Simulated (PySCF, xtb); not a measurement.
C3H7BFN, SMILES C1CCB(N1)F.

GFN2-xTB (xtb 6.7.1) at its own geometry gives an orbital gap of 6.21 eV and a dipole moment of 2.57 D.

Geometry: PBE0-D3(BJ)/def2-SVP. The structure was generated by enumeration, and PubChem lists no compound with its InChIKey, so it may never have been made. Other conformers were not sampled.

Problem. What does PBE0/def2-TZVP (PySCF) give? (The exact figures need the calculation; the answer reports its results.)

Solution. gap 8.32 eV (levels -7.40 and 0.92 eV), dipole 2.08 D.
